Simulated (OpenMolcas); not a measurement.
# 3s² 3p³ along the 15-electron sequence

```json
{
  "Program": "OpenMolcas 26.06",
  "Method": "RASSCF",
  "Basis": "ANO-RCC-VTZP",
  "Scalar Hamiltonian": "DKH2, point nucleus",
  "Spin-orbit coupling": "RASSI with atomic mean-field integrals over the reference wave functions, term energies averaged over their components"
}
```

Active space for each ion: 5 electrons in 9 orbitals (RAS2 3s 3p; RAS3 3d, at most 2 electrons).

Computed levels in cm-1 above ⁴S°_3/2:

```tsv
Level	P	S+	Cl2+	Ar3+
²D°_3/2	14590	18127	21883	25053
²D°_5/2	14597	18148	21934	25156
²P°_1/2	22710	28357	34011	39219
²P°_3/2	22714	28373	34059	39326
weight of ⁴S° in the lowest level (%)	100	100	100	100
```

Measured, with the error of the calculation in %. Measured levels: P, S+ from NIST Handbook of Basic Atomic Spectroscopic Data; Cl2+ from Moore, Atomic Energy Levels, vol. I, NSRDS-NBS 35 (1971 reprint of NBS Circular 467, 1949); Ar3+ from Saloman, J. Phys. Chem. Ref. Data 39, 033101 (2010).

```
  Level              P             S+           Cl2+           Ar3+
²D°_3/2  11361 (+28.4)  14853 (+22.0)  18053 (+21.2)  21091 (+18.8)
²D°_5/2  11377 (+28.3)  14885 (+21.9)  18120 (+21.0)  21220 (+18.5)
²P°_1/2  18723 (+21.3)  24525 (+15.6)  29812 (+14.1)  34855 (+12.5)
²P°_3/2  18748 (+21.2)  24572 (+15.5)  29907 (+13.9)  35032 (+12.3)
```

²D°_3/2 changes by a factor of 1.72 over the same range, with steps per unit of Z of +3540, +3760, +3170 cm-1.

Without dynamic correlation excited terms often stand tens of per cent too high (terms of higher spin than the ground term too low), and those without a measured partner can miss by more than the paired ones (holds for P; S+). Active for correlation alone: 3d; no level in the range computed is led by a configuration that fills it, so any true level of that kind is missing (holds for P). The run also gave levels led by 3s² 3p² 3d, which use shells meant for correlation; these and all levels above them are left out (holds for S+; Cl2+; Ar3+). Measured partners are found by configuration, term and J. A level has none where our copy of the source lacks it or the pairing is in doubt (some pairs that miss far off the trend of their configuration count as doubtful), and it then counts in no deviation. Levels of configurations outside the active space are missing.

° marks odd parity.
